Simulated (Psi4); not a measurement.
triplet silylene (H2Si), triplet, at a GFN2-xTB geometry. Base run: Psi4 1.11 with HF/def2-SVP.

The Psi4 input:
```
memory 2 GB

molecule mol {
0 3
  Si   -0.006391   -0.001951    0.085235
  H     0.045667    1.283842   -0.567511
  H     0.043812   -1.256535   -0.625785
}

set basis def2-svp
set reference uhf
set stability_analysis check
set scf_type pk

energy('scf')
print_variables()
```

The bond that is stretched is that between atoms 3 and 1. A test that says stable can miss a lower solution.

Each row names what was changed in the base input (with any setting that the change needs).

```tsv
change	ΔE vs base (mEh)	<S^2>
base	0.000	2.006
stability_analysis = follow; reference = uhf	0.000	2.006
bond × 1.25	24.750	2.005
stability_analysis = follow; reference = uhf; bond × 1.25	24.750	2.005
bond × 1.5	64.996	2.142
stability_analysis = follow; reference = uhf; bond × 1.5	64.996	2.142
bond × 1.8	82.285	2.199
stability_analysis = follow; reference = uhf; bond × 1.8	82.285	2.199
bond × 2.2	85.943	2.108
stability_analysis = follow; reference = uhf; bond × 2.2	85.943	2.108
bond × 3.0	86.228	2.024
stability_analysis = follow; reference = uhf; bond × 3.0	86.228	2.024
```

On stretching, the SCF can end on different states; <S^2> shows the spin contamination of each.
